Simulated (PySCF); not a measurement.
## UHF on O³⁺ (oxygen, charge +3)

Configuration: [He] 2s2 2p1, 2P determinant. Computed with PySCF 2.14 in aug-cc-pV5Z, with the non-relativistic Hamiltonian (point nucleus).

```
Total energy                                                  : -71.099397 hartree
One-electron energy                                           : -86.1461 hartree
Hartree (Coulomb) energy                                      : 21.7304 hartree
Exchange energy                                               : -6.6837 hartree
Kinetic energy                                                : 71.10068 hartree
⟨S²⟩                                                          : 0.7530
⟨L²⟩                                                          : 2.008
Sum of ⟨r⟩                                                    : 3.269 bohr
Sum of ⟨r²⟩                                                   : 3.391 bohr²
Traceless quadrupole moment −½Σ⟨3z² − r²⟩ along its main axis : -0.408 e·bohr²
Density at the nucleus (Gaussians lack the cusp)              : 314 bohr⁻³
Spin density at the nucleus                                   : 0.0183 bohr⁻³
Langevin diamagnetic susceptibility                           : -2.69 ×10⁻⁶ cm³/mol
```

| shell | electrons | mean orbital energy (hartree) | rms radius, mean of both spins (bohr) |
| --- | --- | --- | --- |
| 1s α | 1 | -23.37558 | 0.229 |
| 1s β | 1 | -23.31450 | 0.229 |
| 2s α | 1 | -3.34711 | 1.07 |
| 2s β | 1 | -3.14574 | 1.07 |
| 2p α | 1 | -2.86977 | 1.00 |

Spin-orbit constants ζ (cm⁻¹) from the X2C one-electron operator on these orbitals (non-relativistic here): bare nucleus, nucleus screened by l(l+1)(2l+1)/3 electrons, and screened by the Breit-Pauli mean field of the electrons.

| shell | bare | screened nucleus | mean field |
| --- | --- | --- | --- |
| 2p | 392.5 | 294.4 | 260.5 |

To first order the Landé constant is A = 260.5 cm⁻¹, so the lowest level has J = 1/2 and lies 0.0323 eV below the centre of the term.
